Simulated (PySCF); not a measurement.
## Calculated NMR data

Gas phase, equivalent nuclei averaged, no relativistic terms, one conformer. J couplings at B3LYP/pcJ-1 (spin–dipole term left out of most H,H and C,H couplings); geometry from GFN2-xTB; GIAO PBE0/pcSseg-1 shieldings; PySCF 2.14.0 with density-fitted response routines.

Chemical shifts δ = σref − σ; ¹H (σ = 31.72 ppm) and ¹³C (σ = 186.93 ppm) against TMS, all at this level. Multiplet labels drop J under 1 Hz and among equivalent protons, and merge close values. Unscaled 3J(H,H) run several per cent high. Where no couplings were computed, multiplicities follow the n + 1 count of equivalent neighbours, and m marks all less simple cases (inequivalent or close neighbours, rings, F or P nearby). One-bond C–F couplings are unscaled and too large by tens of Hz. Shifts are as computed. Against solution values, carbons near 30 ppm lie about +3 ppm off and those near 130 ppm about +5 ppm. Of 1211 compounds with measured shifts, 218 miss one by over three times the rms of a fit or turn the order of signals round; such compounds aren't used in these exercises.

**1.** `InChI=1S/C7H6OSi/c8-3-6-4-1-2-5(4)7(6)9/h1-3H,9H3`. ¹H NMR (600 MHz, computed): δ 9.86 (s, 1H), 8.21 (d, 1H), 7.74 (d, 1H), 4.46 (s, 3H). ¹³C{¹H} NMR (computed): δ 192.0 (CH), 155.9 (C), 154.6 (CH), 149.5 (C), 146.3 (C), 141.3 (CH), 139.7 (C).

**2.** 4-phenylpyridine, C₁₁H₉N. ¹H NMR (600 MHz, computed): δ 9.06 (d, 2H), 7.84 (m, 2H), 7.82 (m, 2H), 7.76 (m, 1H), 7.51 (d, 2H). ¹³C{¹H} NMR (computed): δ 156.3 (CH), 155.9 (C), 146.8 (C), 134.7 (CH), 134.3 (CH), 133.7 (CH), 127.2 (CH).

**3.** SMILES C#CC(=O)/C=C\F, C₅H₃FO. ¹H NMR (600 MHz, computed): δ 7.36 (dd, J = 83.0, 6.8 Hz, 1H), 5.71 (dd, J = 31.7, 6.8 Hz, 1H), 2.87 (d, J = 1.5 Hz, 1H). ¹³C{¹H} NMR (computed): δ 175.0 (d, J = 2.4 Hz), 170.1 (d, J = 366.4 Hz), 123.2 (d, J = 9.4 Hz), 89.6, 86.1.
